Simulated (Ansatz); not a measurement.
Program: Ansatz. Geometries: PBE0-D4/def2-TZVP. ΔE: electronic, gas phase. CCSD(T)/CBS is the MP2 limit (def2-TZVPP, def2-QZVPP) plus CCSD(T) − MP2 in def2-TZVPP, frozen cores. This one scheme is used for every species. Functionals use def2-TZVPP. Each species was taken in one conformer, which may not be the lowest.

`C[Si](C)(Cl)Cl` + PH₃ → `C[Si](C)(P)Cl` + HCl  (ligand exchange at the Si–Cl bond)

```tsv
species	CAM-B3LYP energy (Eh)
`C[Si](C)(Cl)Cl`	-1289.91226
PH₃	-343.15709
`C[Si](C)(P)Cl`	-1172.20143
HCl	-460.83220
```

Question: Work out ΔE.

Answer: ΔE = (-1172.20143) + (-460.83220) − (-1289.91226) − (-343.15709) = 0.03572 Eh = +93.8 kJ/mol. CCSD(T)/CBS gives +85.1 kJ/mol.

Largest T1 diagnostic among the species: 0.013.

In def2-TZVPP, CCSD(T) changes the Hartree–Fock value by −18.9 kJ/mol (the triples alone add −2.6 kJ/mol) and MP2 by −16.1 kJ/mol. From BLYP to BHLYP (50 % exact exchange), in def2-TZVPP and without D4, ΔE moves by +7.0 kJ/mol. Leaving LDA and LC-ωPBE aside and taking each functional with its dispersion term where it has one, the values, not all of them listed here, spread over 16.1 kJ/mol, from revPBE-D4 to BHLYP-D4.
